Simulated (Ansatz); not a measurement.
Basis sets compared for mer-CoF3(H2O)3 (CoO₃F₃H₆). Charge 0, multiplicity 1. Geometry r2SCAN-D4/def2-SVP. Ansatz on 4 threads of Intel Xeon Platinum 8488C on a shared host; times are rough, and most runs start from earlier orbitals.

```xyz
13

Co    0.112    0.097   -0.113
F     1.841   -0.341    0.146
F    -1.711    0.414   -0.183
F     0.404    0.579   -1.804
O    -0.366   -0.375    1.732
H    -0.251   -1.328    1.871
H    -1.320   -0.218    1.549
O     0.787    1.830    0.368
H     0.822    2.169   -0.552
H     1.676    1.398    0.480
O    -0.504   -1.589   -0.840
H    -0.092   -1.467   -1.720
H    -1.398   -1.168   -0.935
```

The 6-31G sets use Cartesian d functions. B3LYP takes the VWN-RPA correlation. The order of the spin states hangs on the level: the quintet lies 0.40 eV below the singlet at PBE0-D4/def2-TZVP, but 0.14 eV above it at PBE-D4/def2-TZVP.

| level | functions | energy (Eh) | HOMO (eV) | LUMO (eV) | wall time |
| --- | --- | --- | --- | --- | --- |
| PBE-D4/def2-SVP | 145 | -1910.3537 | -4.87 | -3.55 | 1.4 s |
| PBE-D4/def2-TZVP (with forces) | 267 | -1911.2078 | -5.38 | -3.99 | 3.5 s |
| r2SCAN-D4/def2-TZVP | 267 | -1911.7215 | -6.17 | -3.89 | 4.3 s |
| B3LYP-D4/6-31G | 95 | -1911.4428 | -7.74 | -2.77 | 1.6 s |
| B3LYP-D4/def2-TZVP | 267 | -1911.9966 | -8.13 | -3.14 | 4.8 s |
| PBE0-D4/def2-SVP | 145 | -1910.3325 | -8.17 | -2.56 | 2.4 s |
| PBE0-D4/def2-TZVP (with forces) | 267 | -1911.1738 | -8.53 | -2.80 | 9.5 s |

**Question.** Estimate the rows for PBE-D4/def2-TZVPD, r2SCAN-D4/def2-TZVPD, PBE0-D4/def2-TZVPD.

**Answer.** 
```json
{"level": "PBE-D4/def2-TZVPD", "functions": "342", "energy (Eh)": "-1911.2187", "HOMO (eV)": "-5.50", "LUMO (eV)": "-4.10", "wall time": "4.8 s"}
{"level": "r2SCAN-D4/def2-TZVPD", "functions": "342", "energy (Eh)": "-1911.7309", "HOMO (eV)": "-6.23", "LUMO (eV)": "-3.94", "wall time": "8.5 s"}
{"level": "PBE0-D4/def2-TZVPD", "functions": "342", "energy (Eh)": "-1911.1835", "HOMO (eV)": "-8.59", "LUMO (eV)": "-2.86", "wall time": "8.5 s"}
```
